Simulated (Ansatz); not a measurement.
Reading a saddle point

A first-order saddle point of AlPH5Br, closed shell, PBE0-D4/def2-TZVP, with one imaginary mode of 142i cm⁻¹:

```json
{"atom": "Al1", "x (Å)": "-0.9003", "y (Å)": "-0.6376", "z (Å)": "-0.4218"}
{"atom": "Br2", "x (Å)": "1.1059", "y (Å)": "0.4096", "z (Å)": "-1.9272"}
{"atom": "H3", "x (Å)": "-0.6353", "y (Å)": "-2.1836", "z (Å)": "-0.6130"}
{"atom": "H4", "x (Å)": "-2.1388", "y (Å)": "0.1670", "z (Å)": "-0.9836"}
{"atom": "H5", "x (Å)": "0.9759", "y (Å)": "0.5584", "z (Å)": "-0.4347"}
{"atom": "P6", "x (Å)": "-0.0028", "y (Å)": "0.2499", "z (Å)": "1.5928"}
{"atom": "H7", "x (Å)": "0.2439", "y (Å)": "1.6048", "z (Å)": "1.2532"}
{"atom": "H8", "x (Å)": "1.3517", "y (Å)": "-0.1683", "z (Å)": "1.5344"}
```

Ansatz 0.2.0; basis: def2-TZVPP and def2-QZVPP; cores frozen in the correlated methods. Filled d shells of the heavier atoms are correlated. The def2 sets are not built for correlating such inner shells, so the correlated values are less sure here. Extrapolation: Hartree–Fock as exp(−7.88 √X), correlation as X^−2.97.

(1) Which contacts change along the imaginary mode, and what lies on either side? (A judgement: the text doesn't fix the answer.)

(2) Which side is lower, and how far does the saddle lie above each? (An estimate is asked for; the value comes from the calculation.)

No T1 diagnostic of these runs exceeds 0.011. The end structure is not quite a true minimum (one mode of 54i cm⁻¹).

## Answers

(1) By the calculation: The step is AlH₂Br ([AlH2][Br]) + PH₃ → AlPH₄ ([AlH2][PH2]) + HBr (still joined by a long Al–Br bond), with the molecules in contact on both sides. Shortening one way: Br2–H5; lengthening the same way: Al1–Br2, H5–P6.
```json
{"pair": "Br2–H5", "one side (Å)": "3.74", "saddle (Å)": "1.51", "other side (Å)": "1.42"}
{"pair": "Al1–Br2", "one side (Å)": "2.31", "saddle (Å)": "2.72", "other side (Å)": "2.82"}
{"pair": "H5–P6", "one side (Å)": "1.41", "saddle (Å)": "2.27", "other side (Å)": "3.38"}
```

(2) The calculation gives: The side with Al1–Br2, H5–P6 short is lower by 1.659 eV; the saddle lies 1.824 eV above it and 0.165 eV above the other (CCSD(T) at an estimated basis limit (MP2 extrapolated from triple and quadruple zeta, plus CCSD(T) − MP2 in triple zeta); electronic energies).

Labels in which every atom is bracketed show which atoms are joined, not bond orders.

For scale, one of the runs: CCSD(T)/def2-TZVPP, 202 basis functions, launched by `ansatz run in.yaml --threads 4 --pin off --events-out ev --progress --plain --max-ram 9574MiB`. The run took 81 s on 4 CPU threads of an Intel Xeon (shared host), with 2.3 GiB of host memory at its peak.
